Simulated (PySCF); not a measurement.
C4H9, doublet, at a GFN2-xTB geometry; DF-HF/def2-SV(P) (PySCF).

PySCF was given this input:
```python
from pyscf import gto, scf

mol = gto.M(
    atom='''
C     0.802279    1.764772   -0.156944
C     0.521419    0.400381    0.335212
C    -0.744908   -0.310536    0.053762
C    -0.534390   -1.811535   -0.166555
H     1.852789    1.873334   -0.433665
H    -1.484987   -2.307418   -0.349533
H     0.605066    2.521196    0.614694
H     0.182325    2.006382   -1.018695
H    -0.072423   -2.261597    0.709042
H     0.115524   -1.979906   -1.021981
H     1.210297   -0.044783    1.033545
H    -1.229456    0.127102   -0.823204
H    -1.445533   -0.192802    0.896945
''',
    basis='def2-sv(p)',
    charge=0,
    spin=1,
    verbose=4,
    max_memory=1800,
)

mf = scf.UHF(mol)
mf = mf.density_fit(auxbasis='def2-universal-jkfit')
mf.kernel()
```

### Question
What does PySCF print? Leave out banner, timings and long lists.

### Answer

```
PySCF version 2.14.0

[INPUT] verbose = 4
[INPUT] num. atoms = 13
[INPUT] num. electrons = 33
[INPUT] charge = 0
[INPUT] spin (= nelec alpha-beta = 2S) = 1
[INPUT] symmetry False subgroup None
[INPUT] Mole.unit = angstrom
[INPUT] Symbol           X                Y                Z      unit          X                Y                Z       unit  Magmom
[INPUT]  1 C      0.802279000000   1.764772000000  -0.156944000000 AA    1.516087585490   3.334935752301  -0.296581176894 Bohr   0.0
[INPUT]  2 C      0.521419000000   0.400381000000   0.335212000000 AA    0.985339106145   0.756610435479   0.633458873668 Bohr   0.0
[INPUT]  3 C     -0.744908000000  -0.310536000000   0.053762000000 AA   -1.407672107998  -0.586827991818   0.101595455909 Bohr   0.0
[INPUT]  4 C     -0.534390000000  -1.811535000000  -0.166555000000 AA   -1.009850743706  -3.423305015064  -0.314743334677 Bohr   0.0
[INPUT]  5 H      1.852789000000   1.873334000000  -0.433665000000 AA    3.501263776607   3.540088199836  -0.819508079810 Bohr   0.0
[INPUT]  6 H     -1.484987000000  -2.307418000000  -0.349533000000 AA   -2.806218728539  -4.360388074892  -0.660521641498 Bohr   0.0
[INPUT]  7 H      0.605066000000   2.521196000000   0.614694000000 AA    1.143409027286   4.764369946349   1.161603310413 Bohr   0.0
[INPUT]  8 H      0.182325000000   2.006382000000  -1.018695000000 AA    0.344544315661   3.791512481257  -1.925054554464 Bohr   0.0
[INPUT]  9 H     -0.072423000000  -2.261597000000   0.709042000000 AA   -0.136859635119  -4.273798934138   1.339895190814 Bohr   0.0
[INPUT] 10 H      0.115524000000  -1.979906000000  -1.021981000000 AA    0.218308720814  -3.741480092383  -1.931264194509 Bohr   0.0
[INPUT] 11 H      1.210297000000  -0.044783000000   1.033545000000 AA    2.287129859383  -0.084627605036   1.953116987414 Bohr   0.0
[INPUT] 12 H     -1.229456000000   0.127102000000  -0.823204000000 AA   -2.323335122203   0.240187969884  -1.555630104646 Bohr   0.0
[INPUT] 13 H     -1.445533000000  -0.192802000000   0.896945000000 AA   -2.731661474021  -0.364342976268   1.694980398798 Bohr   0.0

nuclear repulsion = 122.915306256665
number of shells = 42
number of NR pGTOs = 132
number of NR cGTOs = 74
basis = def2-sv(p)
ecp = {}

******** <class 'pyscf.df.df_jk.DFUHF'> ********
method = DFUHF
initial guess = minao
damping factor = 0
level_shift factor = 0
DIIS = <class 'pyscf.scf.diis.CDIIS'>
diis_start_cycle = 1
diis_space = 8
diis_damp = 0
SCF conv_tol = 1e-09
SCF conv_tol_grad = None
SCF max_cycles = 50
direct_scf = False
number electrons alpha = 17  beta = 16
Set gradient conv threshold to 3.16228e-05
******** <class 'pyscf.df.df.DF'> ********
auxbasis = def2-universal-jkfit
init E= -157.021133267066

cycle= 1 E= -156.475165976358  delta_E= 0.546  |g|= 0.246  |ddm|= 2.28
cycle= 2 E= -156.526641779803  delta_E= -0.0515  |g|= 0.0763  |ddm|= 0.392
cycle= 3 E= -156.532604246588  delta_E= -0.00596  |g|= 0.0262  |ddm|= 0.169
cycle= 4 E= -156.533232335947  delta_E= -0.000628  |g|= 0.0104  |ddm|= 0.0476
cycle= 5 E= -156.533412870168  delta_E= -0.000181  |g|= 0.00401  |ddm|= 0.0302
cycle= 6 E= -156.533440502098  delta_E= -2.76e-05  |g|= 0.00159  |ddm|= 0.0116
cycle= 7 E= -156.533444961456  delta_E= -4.46e-06  |g|= 0.000596  |ddm|= 0.00491
cycle= 8 E= -156.533445582132  delta_E= -6.21e-07  |g|= 0.000243  |ddm|= 0.00175
cycle= 9 E= -156.533445694738  delta_E= -1.13e-07  |g|= 0.000103  |ddm|= 0.000748
cycle= 10 E= -156.533445715349  delta_E= -2.06e-08  |g|= 4.33e-05  |ddm|= 0.000311
cycle= 11 E= -156.533445719313  delta_E= -3.96e-09  |g|= 1.51e-05  |ddm|= 0.000149
cycle= 12 E= -156.533445719714  delta_E= -4.01e-10  |g|= 6.69e-06  |ddm|= 4.24e-05
Extra cycle  E= -156.53344571977  delta_E= -5.56e-11  |g|= 4.13e-06  |ddm|= 1.23e-05
converged SCF energy = -156.53344571977  <S^2> = 0.76369131  2S+1 = 2.0136448
```
